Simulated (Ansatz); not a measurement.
Saddle point of HfH₂ClF₃, singlet (HfClF₃ ([F][Hf]([F])([F])[Cl]) + H₂ → HfHF₃ ([F][HfH]([F])[F]) + HCl (still joined by a long Hf–Cl bond); bonds formed: Hf1–H7, Cl2–H6; bonds broken: H6–H7; bonds weakened to dative contacts: Hf1–Cl2), PBE0-D4/def2-TZVP structure:

```xyz
7
angstrom
Hf -0.5362 0.1258 -0.4679
Cl 2.1414 -0.2347 0.7380
F 0.0711 -1.2959 -1.5689
F -2.3901 0.2552 -0.8063
F 0.1556 1.8564 -0.8251
H 1.1480 -0.4031 1.5693
H -0.5899 -0.3039 1.3609
```

Energies are electronic, without zero-point energy. Barriers and step energies count from the start structure reached by relaxing down the imaginary mode; all methods use the PBE0-D4 structures, on which another method's saddle can fall below an end. Program: Ansatz 0.2.0. Basis: def2-TZVPP, with def2-QZVPP for the basis limit. Cores are frozen in the correlated methods. Core potentials replace the inner electrons of the atoms past krypton. B3LYP uses VWN-RPA correlation. Extrapolation: Hartree–Fock as exp(−7.88 √X), correlation as X^−2.97.

```tsv
method	barrier (eV)	step energy (eV)
SPW92	1.528	1.619
PBE-D4	?	1.711
BLYP-D4	?	1.721
r2SCAN-D4	1.796	1.802
B97M-V	1.679	1.647
PBE0-D4	1.713	1.707
B3LYP-D4	1.749	1.717
r2SCAN0-D4	1.790	1.770
BHLYP-D4	1.781	1.711
CAM-B3LYP-D4	1.725	1.680
wB97X-V	1.746	1.694
wB97M-V	?	1.684
B2PLYP	1.796	1.758
PBE-QIDH	1.781	1.755
RPA on PBE	1.695	1.633
HF	1.870	1.704
MP2	1.843	1.818
CCSD	1.741	1.675
CCSD(T)	1.747	1.706
```

Fill in the withheld barriers. (Judge from chemistry; the value comes from the calculation.)

By the calculation: PBE-D4 1.682; wB97M-V 1.734; BLYP-D4 1.730 eV. Each is the energy of the saddle less that of the start structure, by the same method.

For comparison, the barrier by CCSD(T) at an estimated basis limit (MP2 extrapolated from triple and quadruple zeta, plus CCSD(T) − MP2 in triple zeta) is 1.787 eV.

The T1 diagnostic stays at or below 0.017. The start structure is not quite a true minimum (one mode of 44i cm⁻¹).

Labels in which every atom is bracketed show which atoms are joined, not bond orders.

For scale, one of the runs: CCSD(T)/def2-TZVPP, 219 basis functions, launched by `ansatz run in.yaml --threads 8 --pin off --events-out ev --progress --plain --max-ram 19148MiB`. Time: 25 s of wall clock on 8 CPU threads of an AMD EPYC 9R45; the host was shared. Peak host memory: 4.1 GiB.
